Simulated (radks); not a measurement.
Values are calculated unless marked as measured or tabulated.
Task: The bismuth ion Bi3+, configuration [Xe] 4f14 5d10 6s1 5f1 (not the ground configuration). Level of theory: Dirac Kohn-Sham, LDA (Slater exchange, Perdew-Wang correlation), spin-unpolarised, spherical densities, finite nucleus; open shells are shared between the two j in proportion to 2j + 1; Fermi nuclear charge, rms radius 5.5211 fm (a radial shooting solver on a logarithmic mesh with Libxc functionals). Some entries of the table are withheld. Estimate them.

orbital      occ.  eigenvalue (hartree)  r(max) (bohr)  <1/r> (bohr^-1)
1s1/2           2             -3322.652       0.009669            103.1
2s1/2           2             -597.5446        0.05646            25.55
2p1/2           2             -574.6278        0.04119            25.53
2p3/2           4             -489.4797        0.04903            20.24
3s1/2           2             -145.1113         0.1589            9.366
3p1/2           2             -134.6605         0.1478            9.285
3p3/2           4             -115.6002         0.1637            7.899
3d3/2           4             -98.29706         0.1268            7.802
3d5/2           6             -94.25207         0.1312            7.496
4s1/2           2             -34.18655         0.3565            3.986
4p1/2           2             -29.63022         0.3537            3.880
4p3/2           4             -24.92318         0.3858            3.397
4d3/2           4             -17.46718         0.3763            3.204
4d5/2           6             -16.58823         0.3860            3.096
5s1/2           2              -6.96041         0.7708            1.674
4f5/2           6              -6.90034         0.3393            2.767
4f7/2           8              -6.69829         0.3438            2.726
5p1/2           2                   (1)         0.8056            1.554
5p3/2           4                   (2)         0.8822            1.377
5d3/2           4              -2.22065            (3)            1.105
5d5/2           6              -2.10625            (4)            1.065
6s1/2           1              -1.58183          1.796           0.6520
6p1/2           0              -1.20153          2.025           0.5647
6p3/2           0              -1.07665          2.230           0.5106
7s1/2           0              -0.63822          4.001           0.3090
5f5/2    0.428571                   (5)          2.721           0.3834
5f7/2    0.571429                   (6)          2.752           0.3790

Result: 
(1) 5p1/2 eigenvalue (hartree): -5.37073
(2) 5p3/2 eigenvalue (hartree): -4.45291
(3) 5d3/2 r(max) (bohr): 1.014
(4) 5d5/2 r(max) (bohr): 1.044
(5) 5f5/2 eigenvalue (hartree): -0.47631
(6) 5f7/2 eigenvalue (hartree): -0.47426
